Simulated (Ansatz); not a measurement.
# Nudged elastic band run: BF$_{3}$H$_{2}$O

Input file:

```yaml
crystal:
  periodic: [false, false, false]
  atoms:
    - { symbol: B, position_ang: [0.032378, 0.003581, 0.084225] }
    - { symbol: F, position_ang: [-0.073728, 0.54263, 1.309415] }
    - { symbol: F, position_ang: [1.171881, 0.21993, -0.564168] }
    - { symbol: F, position_ang: [-1.088833, -0.012825, -0.653857] }
    - { symbol: O, position_ang: [0.128491, -1.690429, 0.509638] }
    - { symbol: H, position_ang: [-0.645574, -2.140586, 0.163719] }
    - { symbol: H, position_ang: [0.117185, -1.775901, 1.465628] }
basis:
  gaussian: { orbitals: def2-SVP }
hamiltonian:
  xc: { name: BHLYP }
neb:
  order_check: false
  images: 2
  f_tol: 0.05
  max_iterations: 60
  climbing: false
  final_atoms:
    - { symbol: B, position_ang: [0.01519098, -0.44384331, -0.49731117] }
    - { symbol: F, position_ang: [0.04922782, -0.08610075, 2.31237168] }
    - { symbol: F, position_ang: [1.10371717, 0.26809068, -0.57158421] }
    - { symbol: F, position_ang: [-1.07915723, -0.01669449, -1.08181309] }
    - { symbol: O, position_ang: [0.04162973, -1.62365932, 0.15413375] }
    - { symbol: H, position_ang: [-0.78905262, -2.09629256, 0.12425951] }
    - { symbol: H, position_ang: [0.30024415, -0.85510025, 1.87454353] }
  initial_path:
    images:
      - { positions_ang: [[0.032378, 0.003581, 0.084225], [-0.073728, 0.54263, 1.309415], [1.171881, 0.21993, -0.564168], [-1.088833, -0.012825, -0.653857], [0.128491, -1.690429, 0.509638], [-0.645574, -2.140586, 0.163719], [0.117185, -1.775901, 1.465628]] }
      - { positions_ang: [[0.01185566, 0.00012991, 0.02602354], [-0.02537869, 0.18490124, 1.54774035], [1.15449207, 0.06909753, -0.62881999], [-1.12320874, -0.00621196, -0.66128084], [0.08933558, -1.64375587, 0.53230741], [-0.53291495, -2.18487059, 0.00737316], [0.06761909, -1.27289026, 1.49125638]] }
      - { positions_ang: [[0.00612665, -0.14901153, -0.16782185], [0.01560658, -0.02467567, 1.88205924], [1.13177079, 0.08515109, -0.63129206], [-1.11998349, -0.00750179, -0.80393287], [0.06038182, -1.62149931, 0.41380599], [-0.58074116, -2.17010611, -0.00578001], [0.1286388, -0.96595668, 1.62756156]] }
      - { positions_ang: [[0.01519098, -0.44384331, -0.49731117], [0.04922782, -0.08610075, 2.31237168], [1.10371717, 0.26809068, -0.57158421], [-1.07915723, -0.01669449, -1.08181309], [0.04162973, -1.62365932, 0.15413375], [-0.78905262, -2.09629256, 0.12425951], [0.30024415, -0.85510025, 1.87454353]] }
```

Run as:

```bash
$ ansatz run input.yaml --threads 1 --pin off --max-ram 2048MiB --backend cpu --events-out ev --progress --plain --runs-dir out
```

Output, in part (warnings, iteration lines, the closing report on the highest movable image, with atoms numbered from 0):

```
NEB end point (image 0): max|allowed force component| = 5.158e-3 eV/Å (the criterion of neb.relax_end_points is 1.000e-2)
NEB end point (image 3): max|allowed force component| = 1.208e-2 eV/Å (the criterion of neb.relax_end_points is 1.000e-2)
NEB iter   1: max|band force component| = 7.169e0 eV/Å  barrier→ = 2.2733 eV  barrier← = 1.7714 eV  Δτ_max = 0.1935 Å  (103 SCF iters)
NEB iter   2: max|band force component| = 2.979e0 eV/Å  barrier→ = 1.1359 eV  barrier← = 0.6340 eV  Δτ_max = 0.1138 Å  (70 SCF iters)
NEB iter   3: max|band force component| = 3.408e0 eV/Å  barrier→ = 0.9622 eV  barrier← = 0.4603 eV  Δτ_max = 0.0580 Å  (61 SCF iters)
NEB iter   4: max|band force component| = 7.725e-1 eV/Å  barrier→ = 0.8648 eV  barrier← = 0.3630 eV  Δτ_max = 0.0439 Å  (61 SCF iters)
NEB iter   5: max|band force component| = 5.683e-1 eV/Å  barrier→ = 0.8605 eV  barrier← = 0.3587 eV  Δτ_max = 0.0762 Å  (61 SCF iters)
NEB iter   6: max|band force component| = 1.811e-1 eV/Å  barrier→ = 0.8710 eV  barrier← = 0.3691 eV  Δτ_max = 0.0402 Å  (60 SCF iters)
NEB iter   7: max|band force component| = 1.752e-1 eV/Å  barrier→ = 0.8690 eV  barrier← = 0.3672 eV  Δτ_max = 0.0378 Å  (61 SCF iters)
NEB iter   8: max|band force component| = 2.033e-1 eV/Å  barrier→ = 0.8658 eV  barrier← = 0.3639 eV  Δτ_max = 0.0142 Å  (61 SCF iters)
NEB iter   9: max|band force component| = 5.511e-2 eV/Å  barrier→ = 0.8639 eV  barrier← = 0.3620 eV  Δτ_max = 0.0108 Å  (62 SCF iters)
NEB iter  10: max|band force component| = 9.100e-2 eV/Å  barrier→ = 0.8588 eV  barrier← = 0.3570 eV  Δτ_max = 0.0054 Å  (64 SCF iters)
NEB iter  11: max|band force component| = 8.302e-3 eV/Å  barrier→ = 0.8607 eV  barrier← = 0.3588 eV  Δτ_max = 0.0000 Å  (118 SCF iters)
Total energy: -10898.35599783 eV, -400.5071957493 hartree
Atom 0 at     0.041176    -0.199710     0.008241 Å, force    -0.049759     0.864741     0.991544 eV/Å
Atom 1 at    -0.046444     0.159881     1.485223 Å, force    -0.015045     0.640548    -1.171250 eV/Å
Atom 2 at     1.165688     0.237330    -0.531806 Å, force     0.047191    -0.011338    -0.034857 eV/Å
Atom 3 at    -1.097633     0.027245    -0.648298 Å, force     0.022029    -0.089687     0.135833 eV/Å
Atom 4 at     0.145386    -1.685591     0.427997 Å, force    -0.011018     0.066156     0.819688 eV/Å
Atom 5 at    -0.644090    -2.183130     0.191767 Å, force     0.094884     0.067716     0.190761 eV/Å
Atom 6 at     0.077718    -1.209625     1.381476 Å, force    -0.088281    -1.538135    -0.931720 eV/Å
Dipole moment:    -0.270861    -0.781659     0.206757 e Å
```

The forces met the threshold. No image climbed, so the highest image needn't sit at the top of the path. So few images can step over the top or miss a turn of the path. The orbitals stay closed-shell, which can raise the energy where a bond breaks towards radicals; this wasn't checked here.

Final band (atoms are numbered from 1 in the order of the input):

| image | path coordinate (Å) | energy (kcal/mol) | B1–F2 (Å) | O5–H7 (Å) | F2–H7 (Å) |
| --- | --- | --- | --- | --- | --- |
| 0 | 0.00 | 0.0 | 1.34 | 0.96 | 2.33 |
| 1 | 0.75 | 19.8 | 1.52 | 1.07 | 1.38 |
| 2 | 1.51 | 14.7 | 2.17 | 1.74 | 0.93 |
| 3 | 2.26 | 11.6 | 2.83 | 1.90 | 0.92 |

Time of the run: 68 s on 1 thread of Arm Neoverse V1, on a shared host, peak memory 0.15 GiB.
